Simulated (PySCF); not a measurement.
AsF2GaH2, SMILES [F][Ga]([F])[AsH2].

Geometry: PBE0-D3(BJ)/def2-SVP.

Calculation: TDDFT-PBE/def2-SVPD (PySCF).

Vertical excitations.  State labels are in the subgroup Cs.

| state | symmetry | energy (eV) | λ (nm) | f | main pairs |
|---|---|---|---|---|---|
| S1 | A' | 5.52 | 225 | 0.095 | HOMO→LUMO 51 %, HOMO→LUMO+1 41 % |
| S2 | A' | 5.89 | 211 | 0.094 | HOMO→LUMO+1 54 %, HOMO→LUMO 27 %, HOMO−1→LUMO 13 % |
| S3 | A' | 6.31 | 196 | 0.088 | HOMO−1→LUMO 75 %, HOMO−1→LUMO+1 12 % |
| S4 | A" | 6.43 | 193 | 0.005 | HOMO→LUMO+2 90 % |
| S5 | A" | 6.51 | 191 | 0.003 | HOMO−2→LUMO 91 % |
| S6 | A" | 6.68 | 186 | 0.001 | HOMO−3→LUMO 97 % |
| S7 | A' | 6.72 | 184 | 0.098 | HOMO−1→LUMO+1 46 %, HOMO→LUMO+3 45 % |
| S8 | A" | 6.93 | 179 | 0.001 | HOMO−2→LUMO+1 99 % |
| S9 | A' | 6.98 | 178 | 0.098 | HOMO→LUMO+3 46 %, HOMO−1→LUMO+1 25 %, HOMO−5→LUMO 15 % |
| S10 | A' | 7.22 | 172 | 0.027 | HOMO−4→LUMO 85 % |
| T1 | A' | 4.56 | 272 | 0 | HOMO→LUMO 96 % |
| T2 | A' | 5.25 | 236 | 0 | HOMO→LUMO+1 95 % |
| T3 | A' | 5.81 | 213 | 0 | HOMO−1→LUMO 98 % |
| T4 | A" | 5.82 | 213 | 0 | HOMO→LUMO+2 94 % |
Triplets are in the Tamm–Dancoff approximation, which puts them higher than full response would, so one can lie above its singlet here.
